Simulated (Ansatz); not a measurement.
Basis-set extrapolation for CH7FSi2, SMILES `FC[SiH2][SiH3]` (PBE0-D4/def2-TZVP geometry, frozen core, Ansatz 0.2.0). Multiplicity 1, RHF reference.

```json
{"": "HF", "def2-TZVPP": "-719.308189", "def2-QZVPP": "-719.332408"}
{"": "MP2 correlation", "def2-TZVPP": "-0.675916", "def2-QZVPP": "-0.730090"}
{"": "CCSD(T) correlation", "def2-TZVPP": "-0.756291", "def2-QZVPP": "not run"}
```

Energies in hartree. Use E(X) = E(∞) + A·exp(−7.88·√X) for Hartree–Fock and E(X) = E(∞) + B·X^(−2.97) for correlation, with X = 3 and 4, and add CCSD(T) minus MP2 of the smaller set to the MP2 limit.

Problem. What is the CCSD(T) energy at the basis-set limit?

Solution. HF limit: -719.332408 + (-0.024219) × 0.13774 = -719.33574. MP2 limit: -0.730090 + (-0.054174) × 0.74074 = -0.77022. Higher-order term: -0.756291 − (-0.675916) = -0.08038. Total: -720.18634 hartree, 3.32 eV below CCSD(T)/def2-TZVPP.
